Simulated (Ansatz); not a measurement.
Born–Oppenheimer molecular dynamics of Cl3FTi (5 atoms, charge 0, multiplicity 1). It goes on from the last frame of an earlier run, with new velocities.

Theory: Ansatz, RKS PBE/def2-SVP.

* ensemble: NVT, Nosé–Hoover chain
* time step: 1 fs
* steps asked: 150
* set temperature: 1000 K
* thermostat: time constant 1 fs, chain length 1
* seed: 254588

Frames 10 fs apart, positions in Å, forces in eV/Å.

Velocities at 0 fs (Å/ps):

```
Ti 0.08 0.80 1.77
Cl -2.99 1.03 7.49
Cl -1.90 -5.40 -5.35
F -3.32 5.36 -2.10
Cl 6.56 0.43 -3.40
```

```xyz
5
Properties=species:S:1:pos:R:3:forces:R:3 time_fs=0 energy_less_start_eV=0.000 T=1000
Ti -0.005 0.129 0.002 0.10 -0.73 0.11
Cl -0.095 -0.129 2.191 0.14 0.42 -0.29
Cl 2.019 -0.147 -0.812 -0.11 0.44 0.21
F -0.874 1.515 -0.633 0.22 -0.33 0.18
Cl -0.814 -1.805 -0.592 -0.35 0.21 -0.20
5
Properties=species:S:1:pos:R:3:forces:R:3 time_fs=10 energy_less_start_eV=0.161 T=978
Ti -0.005 0.134 0.022 -0.28 0.17 0.03
Cl -0.126 -0.112 2.265 0.19 0.40 -1.00
Cl 1.995 -0.199 -0.867 -0.21 0.62 0.40
F -0.898 1.553 -0.646 0.84 -1.33 0.64
Cl -0.748 -1.798 -0.632 -0.54 0.14 -0.07
5
Properties=species:S:1:pos:R:3:forces:R:3 time_fs=20 energy_less_start_eV=0.280 T=998
Ti -0.009 0.141 0.048 0.19 -0.31 0.27
Cl -0.158 -0.079 2.327 0.21 0.35 -1.34
Cl 1.962 -0.245 -0.922 -0.13 0.84 0.55
F -0.884 1.533 -0.630 0.55 -0.90 0.45
Cl -0.683 -1.784 -0.682 -0.83 0.01 0.07
5
Properties=species:S:1:pos:R:3:forces:R:3 time_fs=30 energy_less_start_eV=0.396 T=1028
Ti -0.009 0.141 0.084 1.25 -1.94 0.75
Cl -0.188 -0.031 2.361 0.22 0.26 -1.24
Cl 1.919 -0.272 -0.970 0.18 1.04 0.63
F -0.841 1.468 -0.590 -0.51 0.78 -0.35
Cl -0.633 -1.769 -0.738 -1.14 -0.15 0.21
5
Properties=species:S:1:pos:R:3:forces:R:3 time_fs=40 energy_less_start_eV=0.437 T=1000
Ti 0.014 0.103 0.138 0.87 -1.50 -0.11
Cl -0.216 0.031 2.364 0.24 0.08 -0.64
Cl 1.877 -0.274 -1.006 0.68 1.08 0.64
F -0.814 1.425 -0.558 -0.45 0.70 -0.26
Cl -0.609 -1.755 -0.796 -1.35 -0.35 0.37
5
Properties=species:S:1:pos:R:3:forces:R:3 time_fs=50 energy_less_start_eV=0.462 T=974
Ti 0.053 0.038 0.189 -0.55 0.42 -1.82
Cl -0.238 0.096 2.351 0.23 -0.09 0.19
Cl 1.853 -0.247 -1.025 1.09 0.92 0.56
F -0.805 1.411 -0.535 0.51 -0.81 0.57
Cl -0.621 -1.751 -0.844 -1.27 -0.45 0.50
5
Properties=species:S:1:pos:R:3:forces:R:3 time_fs=60 energy_less_start_eV=0.415 T=1002
Ti 0.084 -0.023 0.207 -1.01 0.72 -1.99
Cl -0.254 0.160 2.341 0.24 -0.18 0.51
Cl 1.856 -0.195 -1.030 1.19 0.66 0.42
F -0.775 1.363 -0.488 0.52 -0.84 0.51
Cl -0.666 -1.758 -0.880 -0.95 -0.35 0.55
5
Properties=species:S:1:pos:R:3:forces:R:3 time_fs=70 energy_less_start_eV=0.287 T=1023
Ti 0.095 -0.066 0.189 -0.22 -0.58 -0.56
Cl -0.262 0.210 2.344 0.33 -0.31 0.11
Cl 1.888 -0.134 -1.024 0.96 0.41 0.35
F -0.729 1.289 -0.427 -0.46 0.70 -0.39
Cl -0.729 -1.773 -0.897 -0.62 -0.23 0.48
5
Properties=species:S:1:pos:R:3:forces:R:3 time_fs=80 energy_less_start_eV=0.236 T=999
Ti 0.100 -0.114 0.161 0.24 -0.73 0.36
Cl -0.260 0.247 2.349 0.43 -0.49 -0.42
Cl 1.942 -0.067 -1.009 0.47 0.18 0.43
F -0.708 1.254 -0.389 -0.79 1.20 -0.74
Cl -0.803 -1.793 -0.901 -0.35 -0.16 0.37
5
Properties=species:S:1:pos:R:3:forces:R:3 time_fs=90 energy_less_start_eV=0.203 T=976
Ti 0.106 -0.169 0.140 -0.43 1.32 0.01
Cl -0.247 0.269 2.343 0.49 -0.66 -0.75
Cl 2.004 -0.001 -0.983 -0.10 -0.06 0.59
F -0.720 1.268 -0.386 0.16 -0.49 -0.18
Cl -0.880 -1.815 -0.893 -0.12 -0.10 0.33
5
Properties=species:S:1:pos:R:3:forces:R:3 time_fs=100 energy_less_start_eV=0.218 T=1003
Ti 0.106 -0.200 0.119 -0.50 1.92 -0.24
Cl -0.221 0.273 2.317 0.46 -0.72 -0.79
Cl 2.064 0.064 -0.941 -0.56 -0.26 0.69
F -0.728 1.264 -0.395 0.45 -1.04 -0.04
Cl -0.961 -1.840 -0.877 0.14 0.09 0.38
5
Properties=species:S:1:pos:R:3:forces:R:3 time_fs=110 energy_less_start_eV=0.150 T=1021
Ti 0.097 -0.196 0.096 0.26 0.41 -0.07
Cl -0.183 0.258 2.273 0.38 -0.64 -0.50
Cl 2.108 0.121 -0.882 -0.75 -0.35 0.64
F -0.719 1.217 -0.408 -0.28 0.24 -0.51
Cl -1.036 -1.861 -0.851 0.39 0.34 0.45
```

Of the whole run (150 fs, mean temperature of the second half 1000 K): The conserved energy stayed within 0.08 meV per atom of its start (net change 0.0022 meV per atom), so the integration is sound. A run of 0.15 ps of so small a system gives no equilibrium averages.

Time of the run: 4.5 min on 2 threads of Arm Neoverse V2, on a shared host, peak memory 0.18 GiB.
